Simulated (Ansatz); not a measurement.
```xyz
11

B    -0.013   -0.985    1.585
C     0.421   -0.032    0.423
Cl    1.545   -1.518    0.256
C    -0.358    0.198   -0.794
C    -0.359    1.324   -1.493
F    -1.159   -0.812   -1.143
H    -0.910   -1.747    1.409
H     0.485   -0.821    2.655
H     1.070    0.807    0.654
H     0.310    2.127   -1.222
H    -1.032    1.459   -2.330
```

Total charge 0; spin multiplicity 1.

Question: List the PBE0/def2-TZVPP orbital energies in eV (the Gaussian-basis code of Ansatz). (Best estimate.)

Answer: Computed: Occupied: -2768.46, -674.64, -281.12, -280.20, -278.66, -260.25, -198.57, -198.40, -198.34, -184.58, -34.69, -25.03, -22.57, -19.70, -17.06, -15.45, -14.59, -13.88, -13.54, -12.51, -11.89, -11.31, -10.41, -9.84, -9.45, -9.08, -7.84. Lowest empty: -1.37, -0.16, 0.95, 1.30, 2.33, 2.44, 2.79, 2.89.
